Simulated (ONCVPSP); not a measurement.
## Configuration tests for Ca (Z = 20) (ONCV)

| Item | Value |
| --- | --- |
| Element | calcium (Ca) |
| Generator | ONCVPSP 4.0.1 |
| Type | optimised norm-conserving Vanderbilt (ONCV) |
| Functional | BLYP |
| Relativity | fully relativistic |
| Frozen core | [Ne] |
| Valence charge | 10 |
| Reference configuration | 3s2 3p6 4s2 |
| Partial waves | 3s+4s: rc 1.50 bohr, ncon 3, nbas 8, qcut 9.1 1/bohr, 2 projectors; 3p: rc 1.75 bohr, ncon 4, nbas 9, qcut 9.4 1/bohr, 2 projectors, debl 2.1 Ha; d scattering state at 0.05 Ha: rc 1.40 bohr, ncon 3, nbas 8, qcut 6.8 1/bohr, 2 projectors, debl 3.5 Ha |
| Local potential | polynomial inside 1.35 bohr (lpopt 5, dvloc0 -1 Ha) |
| Core correction | polynomial model core, fcfact 0.6 |

Open shells are filled in proportion to 2j + 1.

Energies are relative to the spin-unpolarised reference configuration 3s2 3p6 4s2; without spin polarisation the order of configurations can differ from experiment.

```tsv
valence configuration	charge	ΔE all-electron (eV)	error AE − PS (meV)
3s2 3p6 4s1	+1	6.230	+0.1
3s2 3p6 4s1.5	+0.5	2.442	0.0
3s2 3p6 4s1 4p1	0	2.472	+0.1
```

**Question.** What are ΔE and the potential's error for 3s2 3p6 4s0?

**Answer.** ΔE = 18.188 eV all-electron; the error (AE − PS) is +0.2 meV.
